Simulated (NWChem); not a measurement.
Species: BGeH$_{4}$F; SMILES F[BH][GeH3]

Program: NWChem. Pople sets run with spherical d functions. All runs use the structure optimised with PBE-D3(BJ)/def2-SVP. Vertical excitations in the gas phase; the lowest state need not have the same character in each row.

For level B3LYP/6-31G*, full TDDFT:

```
Quantity                                  Result
----------------------------------------  ------
lowest excitation, singlet (eV)             4.82
lowest state with f > 0.02, singlet (eV)    6.98
orbital gap (eV)                            6.20
```

**Question.** How do the values read with level LDA (Slater exchange, VWN5)/6-31G*, full TDDFT instead?

**Answer.** The lowest excitation, singlet (eV) comes out as 4.45 and the lowest state with f > 0.02, singlet (eV) comes out as 6.06. The orbital gap (eV) is 4.14.
